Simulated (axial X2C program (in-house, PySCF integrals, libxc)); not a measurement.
**Potential curves of ZnH⁺, with spin–orbit coupling**

Computed with an in-house relativistic program for diatomic molecules. Two-component (2c) means X2C with spin–orbit coupling and atomic mean-field two-electron Coulomb and Gaunt terms. Basis: Zn dyall-cv3z [9s10p6d3f2g], H dyall-v3z [6s2p1d] (cores contracted in-house); Gaussian nuclei, density fitting, unrestricted open shells. Masses: Zn 63.929 u, H 1.008 u.

State: Ω = 0 (closed shell). Energies in cm⁻¹ from the fragments at the same level (Zn+ + H). Fits are polynomials in 1 − R0/R over 0.85 to 1.23 times the lowest point R0.

```
 R (Å)  CCSD(T)     HF    PBE0
1.3172           -6240  -16399
1.3777   -19036  -8192  -18049
1.4232   -19741  -9122  -18793
1.4686   -20103  -9673  -19192
1.5140   -20186  -9910  -19310
1.5670   -20006  -9858  -19158
1.6200   -19591  -9518  -18757
1.6881   -18800  -8749  -17961
1.7714           -7430  -16680
1.8925           -5028  -14449
```

Correlated methods: 12 electrons correlated (number of frozen shells: Zn 3 s, 2 p; H none), 180 virtual spin orbitals or spinors in MP2, 90 natural virtuals in coupled cluster.

One determinant describes the state; a PBE0 search over occupations chose it and may have missed a lower one. The closed shell is kept restricted, so the energy runs too high when the bond is stretched far. De is counted from the lowest determinant-based energies of the atoms at the same level, without counterpoise correction. Coupled cluster ran in a truncated set of natural virtual spinors; the MP2 energy of the rest was added. (T) has no such correction and the atoms are truncated less, which lowers De at CCSD(T) by a hundredth of an eV or more. Coupled cluster ran on the points near the minimum only. MP2 and coupled cluster on one determinant become unreliable at the stretched end.

(1) Fit the CCSD(T) curve near its minimum: give the equilibrium distance, the harmonic wavenumber and the well depth.

(2) What are Re, ωe and De at the HF level?

(3) What are Re, ωe and De at the PBE0 level?

Answers

(1) At CCSD(T), 2c: Re = 1.507 Å, ωe ≈ 1950 cm⁻¹, De = 2.50 eV to Zn+ + H; Be follows as 7.48 cm⁻¹.

(2) At HF, 2c: Re = 1.532 Å, ωe ≈ 2000 cm⁻¹, De = 1.23 eV to Zn+ + H; Be follows as 7.24 cm⁻¹.

(3) At PBE0, 2c: Re = 1.513 Å, ωe ≈ 1960 cm⁻¹, De = 2.39 eV to Zn+ + H; Be follows as 7.42 cm⁻¹.
